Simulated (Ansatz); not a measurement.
Relaxation of GeH$_{6}$S (8 atoms, charge 0, multiplicity 1), to a largest force component of 0.03 eV/Å in at most 50 steps.

Theory: Ansatz 0.2.0, RHF/def2-SVP.

```xyz
8
Properties=species:S:1:pos:R:3
Ge -0.496 -0.187 -0.378
H 0.121 0.687 2.166
H 0.731 -0.876 0.218
H -0.250 1.319 -0.480
H -0.807 -0.764 -1.763
S -2.277 -0.594 0.934
H -3.081 -1.023 -0.041
H -0.512 0.566 2.465
```

Problem. Where does it end, and by what steps?

Solution. The forces met the threshold. The force dipped under the threshold on the way, but the program's further checks kept it going. After 31 steps the energy has fallen by 0.227 eV; H2 moved furthest, 1.75 Å.

```json
{"step": "0", "energy less start (eV)": "0.0000", "largest force component (eV/Å)": "1.397", "accepted": "yes"}
{"step": "2", "energy less start (eV)": "-0.1490", "largest force component (eV/Å)": "0.067", "accepted": "yes"}
{"step": "4", "energy less start (eV)": "-0.1804", "largest force component (eV/Å)": "0.236", "accepted": "yes"}
{"step": "6", "energy less start (eV)": "-0.2107", "largest force component (eV/Å)": "0.142", "accepted": "yes"}
{"step": "8", "energy less start (eV)": "-0.1766", "largest force component (eV/Å)": "1.309", "accepted": "no"}
{"step": "10", "energy less start (eV)": "-0.2142", "largest force component (eV/Å)": "0.115", "accepted": "yes"}
{"step": "12", "energy less start (eV)": "-0.1623", "largest force component (eV/Å)": "1.226", "accepted": "no"}
{"step": "14", "energy less start (eV)": "-0.2177", "largest force component (eV/Å)": "0.079", "accepted": "yes"}
{"step": "16", "energy less start (eV)": "-0.2193", "largest force component (eV/Å)": "0.090", "accepted": "yes"}
{"step": "18", "energy less start (eV)": "-0.2210", "largest force component (eV/Å)": "0.096", "accepted": "yes"}
{"step": "20", "energy less start (eV)": "-0.2227", "largest force component (eV/Å)": "0.119", "accepted": "yes"}
{"step": "22", "energy less start (eV)": "-0.2239", "largest force component (eV/Å)": "0.086", "accepted": "yes"}
{"step": "24", "energy less start (eV)": "-0.2249", "largest force component (eV/Å)": "0.021", "accepted": "yes"}
{"step": "26", "energy less start (eV)": "-0.2256", "largest force component (eV/Å)": "0.047", "accepted": "yes"}
{"step": "28", "energy less start (eV)": "-0.2261", "largest force component (eV/Å)": "0.046", "accepted": "yes"}
{"step": "30", "energy less start (eV)": "-0.2264", "largest force component (eV/Å)": "0.055", "accepted": "yes"}
{"step": "31", "energy less start (eV)": "-0.2266", "largest force component (eV/Å)": "0.029", "accepted": "yes"}
```

```xyz
8
Properties=species:S:1:pos:R:3
Ge -0.496 -0.515 -0.977
H -0.280 1.387 3.718
H 0.798 -1.309 -0.790
H -0.222 0.991 -0.924
H -1.162 -0.874 -2.310
S -1.805 -1.120 0.740
H -2.839 -0.329 0.434
H -0.563 0.896 3.229
```

Time of the run: 37 s on 1 thread of Arm Neoverse V2 (shared host), peak memory 0.15 GiB.
